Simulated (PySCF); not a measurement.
Compound: C4H4NO2S (doublet state).
Geometry (GFN2-xTB, Å), atoms numbered from 1 in this order:
```
atom  x, y, z in Å
N1     1.8990    0.2520    0.2581
C2     1.0420   -0.7886    0.2656
O3     1.2119   -1.8285    0.8523
C4    -0.1838   -0.4963   -0.5919
S5    -1.7005   -1.4327   -0.1490
C6    -2.1465    0.1973    0.1345
C7    -0.9202    0.8083   -0.2142
O8    -0.4740    1.9387   -0.2048
H9     1.5922    1.1574   -0.0673
H10    2.7078    0.2080    0.8569
H11    0.0605   -0.5904   -1.6501
H12   -3.0871    0.5741    0.4839
```

The hyperfine couplings belong to this conformer and change with its torsions.

As a line formula: `[CH]1S[C@H](C(=O)N)C1=O` [radical].

Method: UKS B3LYP, pcH-1 on C H N O S, non-relativistic, mean-field spin-orbit, GIAO (PySCF). Isolated species at its GFN2-xTB geometry (one conformer only). A GFN2-xTB geometry isn't a minimum of the functional, and hyperfine couplings can be far from their values at a DFT geometry. The frame is twisted about the N1–C2 bond at this geometry (dihedral H10–N1–C2–O3 = -6°); couplings at other torsion angles weren't computed. No stability test was run, so a lower SCF solution isn't excluded.

Break the g tensor into its mass correction, gauge correction and orbital-Zeeman/spin–orbit terms.

| Δg (ppt) | 1 | 2 | 3 |
| --- | --- | --- | --- |
| relativistic mass correction | -0.22 | -0.22 | -0.22 |
| gauge correction | -0.01 | 0.05 | 0.04 |
| orbital Zeeman/spin–orbit | -0.02 | 5.29 | 11.37 |
| total | -0.25 | 5.11 | 11.19 |

So g = 2.00207, 2.00743, 2.01351 and g_iso = 2.00767; the tensor is rhombic: the two nearest values differ by 47 % of g3 − g1. Axes: g2 points within 4° of the S5–C6 bond and g3 points within 5° of the C6–C7 bond.

What are the electron Larmor frequencies g μB B/h along the three axes at 3350 mT?

93.8719, 94.1234, 94.4084 GHz for g1, g2 and g3, a range of 536.5 MHz.

What effective moment and Curie constant follow for a powder?

With the mean of g² = 4.0308 and S(S+1) = 0.75: μ_eff = √(⟨g²⟩S(S+1)) = 1.739 μB and χT = 0.12505·⟨g²⟩·S(S+1) = 0.378 cm³ K/mol (cgs; spin-Hamiltonian part alone).

At 93.776 GHz, how far is the centre of the isotropic spectrum from where a free electron (g = 2.002319) resonates?

B = hν/(g μB) with μB/h = 13.99624 MHz/mT gives 3346.16 mT for the free electron and 3337.24 mT at g_iso, 8.92 mT lower.

In a frozen sample, at which fields do the three g values resonate at 9.5, 34, 94 and 263 GHz (hyperfine left aside), and which band first spreads them over more than twice a line width of 0.3 mT?

| band | GHz | B(g3) mT | B(g2) mT | B(g1) mT | spread mT |
| --- | --- | --- | --- | --- | --- |
| X | 9.5 | 337.10 | 338.12 | 339.03 | 1.93 |
| Q | 34.0 | 1206.46 | 1210.11 | 1213.36 | 6.89 |
| W | 94.0 | 3335.51 | 3345.61 | 3354.57 | 19.06 |
| J | 263.0 | 9332.32 | 9360.58 | 9385.66 | 53.33 |

The spread grows in proportion to the frequency. X band is the first where it exceeds 0.6 mT.

The Mulliken spin populations are largest on C6 (+0.50), S5 (+0.33) and O8 (+0.22). Three atoms exceed +0.15.

The HOMO–LUMO gaps are 5.52 eV among the α and 3.70 eV among the β orbitals.

The run took 59 s (with the writing of density and orbital grids) on one thread, Arm Neoverse V2 (aarch64) (shared host), and the process peaked at 0.91 GiB of memory.
